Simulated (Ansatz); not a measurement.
```yaml
crystal:
  periodic: [false, false, false]
  atoms:
    - {symbol: N, position_ang: [-0.734696, 1.603937, -1.211164]}
    - {symbol: Si, position_ang: [0.334214, 0.779706, -0.232712]}
    - {symbol: N, position_ang: [0.985787, 1.090282, 0.819728]}
    - {symbol: O, position_ang: [0.868432, -0.277124, -1.570132]}
    - {symbol: Si, position_ang: [-0.616539, -1.632297, 0.846592]}
    - {symbol: H, position_ang: [-1.662784, 1.893433, -0.599530]}
    - {symbol: H, position_ang: [-1.074254, 1.223568, -1.945347]}
    - {symbol: H, position_ang: [1.435291, 0.871370, 1.614815]}
    - {symbol: H, position_ang: [1.697844, 2.021536, 0.738528]}
    - {symbol: H, position_ang: [1.632817, -1.099378, -1.380852]}
    - {symbol: H, position_ang: [-1.349289, -2.363957, 0.298503]}
    - {symbol: H, position_ang: [-1.372327, -1.150984, 1.812097]}
    - {symbol: H, position_ang: [0.343334, -2.609413, 1.724992]}
basis:
  gaussian: {orbitals: cc-pVTZ}
hamiltonian: {xc: {name: CCSD(T)}}
output: {forces: true}
```

```sh
$ ansatz run in.yaml --threads 4 --pin off --events-out ev --progress --plain --max-ram 10444MiB
```

Question: How does Ansatz answer? (Estimate.)

Answer: Computed: The program refused the input.
```
Error: YAML parse error: error: line 19 column 19: hamiltonian.xc: no functional is named "CCSD(T)"; the names, which are not case-sensitive, are SVWN5, SPW92, PBE, PBE0, PBEsol, revPBE, revPBE0, RPBE, rPW86-PBE, HSE06, wPBEh, LC-wPBE, HISS, HF, BLYP, B3LYP, B3LYP5, BHLYP, CAM-B3LYP, r2SCAN, r2SCANh, r2SCAN0, r2SCAN50, m-r2SCAN, B97, wB97, wB97X, wB97X-V, B97M-V, wB97M-V, B2PLYP, B2GP-PLYP, PBE0-DH, PBE-QIDH
17 | basis:
18 |   gaussian: {orbitals: cc-pVTZ}
19 | hamiltonian: {xc: {name: CCSD(T)}}
20 | output: {forces: true}
```

HSE06 is defined as in plane-wave codes.
